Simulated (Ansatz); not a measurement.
An input meant for Ru2Br6 (charge 0, singlet).

```yaml
crystal:
  periodic: [false, false, false]
  atoms:
    - {symbol: Ru, position_ang: [0.600702, 0.872547, 0.211890]}
    - {symbol: Ru, position_ang: [-0.587125, -0.879357, -0.219309]}
    - {symbol: Br, position_ang: [0.247230, -2.009820, -2.123300]}
    - {symbol: Br, position_ang: [0.543983, 2.379379, -1.611255]}
    - {symbol: Br, position_ang: [-0.264258, 1.988262, 2.109479]}
    - {symbol: Br, position_ang: [2.850445, 0.273545, 0.634782]}
    - {symbol: Br, position_ang: [-0.557954, -2.369100, 1.618487]}
    - {symbol: Br, position_ang: [-2.833012, -0.255447, -0.620773]}
basis:
  gaussian: {orbitals: def2-mTZVP}
hamiltonian: {xc: {name: B3LYP-D3}}
scf: {lower_state_search: light}
output: {forces: true}
```

```sh
$ ansatz run in.yaml --threads 4 --pin off --events-out ev --progress --plain --max-ram 6963MiB
```

Output, abridged:

```
Error: YAML parse error: error: line 14 column 19: hamiltonian.xc: no functional is named "B3LYP-D3"; the names, which are not case-sensitive, are SVWN5, SPW92, PBE, PBE0, PBEsol, revPBE, revPBE0, RPBE, rPW86-PBE, HSE06, wPBEh, LC-wPBE, HISS, HF, BLYP, B3LYP, B3LYP5, BHLYP, CAM-B3LYP, r2SCAN, r2SCANh, r2SCAN0, r2SCAN50, m-r2SCAN, B97, wB97, wB97X, wB97X-V, B97M-V, wB97M-V, B2PLYP, B2GP-PLYP, PBE0-DH, PBE-QIDH
12 | basis:
13 |   gaussian: {orbitals: def2-mTZVP}
14 | hamiltonian: {xc: {name: B3LYP-D3}}
15 | scf: {lower_state_search: light}
16 | output: {forces: true}
```

Problem. Something in this input is off. What?

Solution. The method's name isn't one that the program takes here. The program refused the input.
